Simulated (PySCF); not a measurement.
Species: C₇H₁₀B₂.
Cartesian coordinates in Å at the PBE0-D3(BJ)/def2-SVP level; atoms count from 1:
```
atom  x, y, z in Å
B1     2.9175    0.0054   -0.1014
C2     2.2769    1.3611   -0.5473
C3     0.9312    1.5013   -0.5649
B4    -0.0151    0.3210   -0.1270
C5    -1.5463    0.4929   -0.1575
C6    -2.3861   -0.1760    0.9357
C7    -2.4453   -0.7114   -0.4351
C8     0.6480   -1.0283    0.3487
C9     1.9935   -1.1689    0.3648
H10    4.1206   -0.1396   -0.1255
H11    2.9103    2.2026   -0.8585
H12    0.4935    2.4561   -0.8911
H13   -1.9500    1.4476   -0.5113
H14   -3.2336    0.4022    1.3129
H15   -1.8554   -0.7459    1.7032
H16   -1.9623   -1.6681   -0.6523
H17   -3.3380   -0.5144   -1.0344
H18    0.0263   -1.8762    0.6717
H19    2.4296   -2.1200    0.6982
```

Level: PBE0/def2-SVPD in PySCF, non-relativistic, on one gas-phase PBE0-D3(BJ)/def2-SVP geometry that isn't relaxed in the solvent. The solvent is an IEF-PCM continuum (cavity from Bondi-type radii × 1.2), and excitations are vertical TDDFT with non-equilibrium linear response and a frozen core. Specific hydrogen bonds and non-electrostatic terms are outside this model.

Gas-phase singlets (H = HOMO, L = LUMO):

| state | E (eV) | λ (nm) | f | leading configuration |
| --- | --- | --- | --- | --- |
| S1 | 3.170 | 391 | 0.000 | H→L 84% |
| S2 | 3.209 | 386 | 0.000 | H-1→L 82% |
| S3 | 4.013 | 309 | 0.001 | H-3→L 77% |
| S4 | 4.221 | 294 | 0.001 | H-4→L 85% |
| S5 | 4.519 | 274 | 0.296 | H-2→L 91% |

Task: Give the list for benzene (ε = 2.271), n² = 2.25.

Result: 
```json
{"state": "S1", "E (eV)": "3.155", "λ (nm)": "393", "f": "0.001", "leading configuration": "H→L 70%", "change by rank (eV)": "-0.015"}
{"state": "S2", "E (eV)": "3.188", "λ (nm)": "389", "f": "0.000", "leading configuration": "H-1→L 69%", "change by rank (eV)": "-0.021"}
{"state": "S3", "E (eV)": "3.972", "λ (nm)": "312", "f": "0.002", "leading configuration": "H-3→L 81%", "change by rank (eV)": "-0.041"}
{"state": "S4", "E (eV)": "4.219", "λ (nm)": "294", "f": "0.002", "leading configuration": "H-4→L 92%", "change by rank (eV)": "-0.002"}
{"state": "S5", "E (eV)": "4.382", "λ (nm)": "283", "f": "0.387", "leading configuration": "H-2→L 92%", "change by rank (eV)": "-0.137"}
```

Task: How do the frontier levels move from gas to benzene?

Result: 
| orbital | gas (eV) | solvent (eV) | change (eV) |
| --- | --- | --- | --- |
| LUMO+2 | 0.49 | 0.51 | +0.02 |
| LUMO+1 | 0.09 | 0.10 | +0.01 |
| LUMO | -3.16 | -3.15 | +0.01 |
| HOMO | -7.51 | -7.51 | 0.00 |
| HOMO-1 | -7.90 | -7.86 | +0.04 |
| HOMO-2 | -8.40 | -8.33 | +0.07 |
| HOMO-3 | -8.55 | -8.48 | +0.07 |

The HOMO–LUMO gap goes from 4.35 to 4.35 eV.
